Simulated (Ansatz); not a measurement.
# Ligand exchange: MgH(CH3) + Sn(CH3)Cl3 → MgHCl + Sn(CH3)2Cl2

Species: MgH(CH3), singlet; Sn(CH3)Cl3 (methyltin trichloride), singlet; MgHCl `[MgH][Cl]`, singlet; Sn(CH3)2Cl2, singlet. The partners trade CH3 for Cl: Mg–CH3 and Sn–Cl bonds give way to Mg–Cl and Sn–CH3.

Shapes, held fixed at every level: PBE0-D4/def2-TZVP. Programs: Ansatz 0.2.0. The zero-point and thermal change to 298 K, harmonic and unscaled (PBE0-D4/def2-TZVP), is +5.3 kJ/mol.

| level | kind | ΔH(298 K) (kJ/mol) | less CCSD(T)/def2-TZVPP |
| --- | --- | --- | --- |
| HF/def2-TZVPP | Hartree–Fock | -133.7 | -8.9 |
| PBE-D4/def2-TZVPP | GGA | -111.7 | +13.1 |
| B3LYP-D4/def2-TZVPP | global hybrid | -117.7 | +7.1 |
| BHLYP-D4/def2-TZVPP | global hybrid | -124.7 | +0.1 |
| PBE0-D4/def2-TZVPP | global hybrid | -119.4 | +5.4 |
| wB97X-V/def2-TZVPP | range-separated hybrid | -123.9 | +0.9 |
| B2PLYP/def2-TZVPP | double hybrid | -121.9 | +2.9 |
| CCSD(T)/def2-TZVPP | coupled cluster or CI | -124.8 | 0.0 |

The highest level, CCSD(T)/def2-TZVPP, gives ΔH(298 K) = -124.8 kJ/mol; the levels span -133.7 to -111.7. The column of differences is taken from that level and isn't an error. No measured value is set beside it here. For atoms past krypton def2 sets carry core potentials with scalar relativity. Correlated rows may include outer-core shells of Mg, Sn, which these sets cover unevenly.
